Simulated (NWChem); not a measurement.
System: CH₃AlClIO; SMILES C[O][Al]([I])[Cl]

The following NWChem deck was run.

```
start job
memory heap 200 mb stack 900 mb global 1100 mb
geometry units angstroms noautosym nocenter noautoz
  Al     0.105135     1.069944     0.000462
  Cl     2.060178     1.792581     0.011870
  I     -0.338594    -1.344655    -0.015579
  O     -1.146967     2.184320     0.001764
  C     -2.534873     2.277687     0.000101
  H     -2.884582     2.798915     0.907515
  H     -2.877302     2.860169    -0.871947
  H     -3.028713     1.289656    -0.035747
end
basis spherical
  * library sto-3g
end
dft
  xc b3lyp
  iterations 150
end
property
  response 1 0.0773
end
task dft property
```

STO-3G and 3-21G are far too small for this property and stand as cheap habits. Structure relaxed at the PBE0/def2-SVP (def2 core potentials past Kr) level. Not confirmed as a minimum by frequencies.

Field at 589 nm.

Predict the main results of this run. (B3LYP/STO-3G, non-relativistic.) Quantities: isotropic polarisability (bohr³); anisotropy (bohr³).


| Item | Value |
|---|---|
| isotropic polarisability (bohr³) | 34.4 |
| anisotropy (bohr³) | 34.0 |
